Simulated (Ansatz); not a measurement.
Ideal-gas functions of `F/C=[CH]/[AlH2]` at 600 K and 1 bar, from an Ansatz frequency run at PBE0-D4/def2-TZVP.

Molar mass 74.03 g/mol, point group Cs (symmetry number 1), electronic degeneracy 1, moments of inertia 13.523, 213.398, 226.922 u Å². Harmonic wavenumbers (cm⁻¹, unscaled): 144, 157, 245, 429, 507, 607, 757, 793, 852, 993, 1107, 1190, 1362, 1657, 1923, 1938, 3162, 3182.

Use S(trans) = R[1.5 ln M + 2.5 ln T − 1.1517]; rotational temperatures θ = 24.2544 K / I; S(rot) = R[ln(√π/σ · √(T³/θAθBθC)) + 1.5]; for each mode x = 1.438777 ν̃/T, S = R[x/(eˣ − 1) − ln(1 − e⁻ˣ)] and H = RT x/(eˣ − 1); 1 cm⁻¹ = 0.0119627 kJ/mol; R = 8.31446 J/(mol·K).

Problem. By hand: the entropy, in J/(mol·K).

Solution. Translation 177.1. Rotation: θ = 1.7936, 0.1137, 0.1069 K, giving 112.9. Vibration, mode by mode: 17.20, 16.49, 12.86, 8.44, 7.18, 5.89, 4.41, 4.12, 3.68, 2.82, 2.28, 1.94, 1.40, 0.79, 0.47, 0.45, 0.04, 0.03, in all 90.5. Electronic 0.0. Sum 380.5 J/(mol·K).

Problem. By hand: H − E and G − E in kJ/mol, counted from the electronic energy.

Solution. Zero-point energy ½ × 21005 × 0.0119627 = 125.6; thermal vibration 29.1; translation, rotation and pV give 4 RT = 20.0. H − E = 174.7 kJ/mol, and G − E = 174.7 − 600 × 380.5/1000 = -53.6 kJ/mol.

Vibration gives 24 % of the entropy, 17.2 J/(mol·K) of it from the mode under 150 cm⁻¹: soft modes count most, and the harmonic formula is weakest for them.
